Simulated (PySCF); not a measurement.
## Energy of K (potassium, neutral) between two integer charges

The 4s alpha orbital of [Ar] 4s1 is emptied in steps (occupation f), with all orbitals relaxed, ending at [Ar]. Computed with PySCF 2.14 in def2-TZVP (6s4p3d, 33 functions), with the non-relativistic Hamiltonian (point nucleus). The exact energy is a straight line in f; departures are measured from the line between the end points of the same method.

```csv
f,UHF (eV),LDA (eV),PBE (eV),PBE0 (eV),r2SCAN (eV),LC-wPBE (eV),BHandHLYP (eV),wB97X (eV),BLYP (eV)
1,0.000,0.000,0.000,0.000,0.000,0.000,0.000,0.000,0.000
0.75,0.002,-0.352,-0.359,-0.259,-0.301,0.016,-0.189,0.009,-0.378
0.5,0.002,-0.459,-0.480,-0.345,-0.383,0.020,-0.252,0.017,-0.503
0.25,0.002,-0.328,-0.361,-0.257,-0.257,0.014,-0.187,0.014,-0.373
0,0.000,0.000,0.000,0.000,0.000,0.000,0.000,0.000,0.000
```

```tsv
method	E(f=0) − E(f=1) (eV)	−ε at f=1 (eV)	−ε at f=0.5 (eV)
UHF	4.009	4.018	4.009
LDA	4.514	2.622	4.572
PBE	4.436	2.535	4.429
PBE0	4.369	2.986	4.372
r2SCAN	4.239	2.578	4.342
LC-wPBE	4.214	4.297	4.208
BHandHLYP	4.328	3.317	4.333
wB97X	4.021	4.057	4.039
BLYP	4.418	2.410	4.429
```

Orbital energy along the path (eV):

```json
{"f": "1", "UHF": "-4.018", "LDA": "-2.622", "PBE": "-2.535", "PBE0": "-2.986", "r2SCAN": "-2.578", "LC-wPBE": "-4.297", "BHandHLYP": "-3.317", "wB97X": "-4.057", "BLYP": "-2.410"}
{"f": "0.75", "UHF": "-4.013", "LDA": "-3.595", "PBE": "-3.472", "PBE0": "-3.679", "r2SCAN": "-3.487", "LC-wPBE": "-4.256", "BHandHLYP": "-3.824", "wB97X": "-4.059", "BLYP": "-3.407"}
{"f": "0.5", "UHF": "-4.009", "LDA": "-4.572", "PBE": "-4.429", "PBE0": "-4.372", "r2SCAN": "-4.342", "LC-wPBE": "-4.208", "BHandHLYP": "-4.333", "wB97X": "-4.039", "BLYP": "-4.429"}
{"f": "0.25", "UHF": "-4.004", "LDA": "-5.486", "PBE": "-5.407", "PBE0": "-5.069", "r2SCAN": "-5.083", "LC-wPBE": "-4.168", "BHandHLYP": "-4.837", "wB97X": "-3.973", "BLYP": "-5.441"}
{"f": "0", "UHF": "-4.001", "LDA": "-5.927", "PBE": "-6.027", "PBE0": "-5.460", "r2SCAN": "-4.961", "LC-wPBE": "-4.153", "BHandHLYP": "-5.282", "wB97X": "-3.793", "BLYP": "-6.295"}
```

As f goes to zero the orbital energy of a semilocal functional can turn back, because the density of that orbital vanishes from the exchange-correlation potential.

Reference removal energy between the ground levels: 4.341 eV (measured; NIST Atomic Spectra Database, ionization energies). UHF lacks correlation.
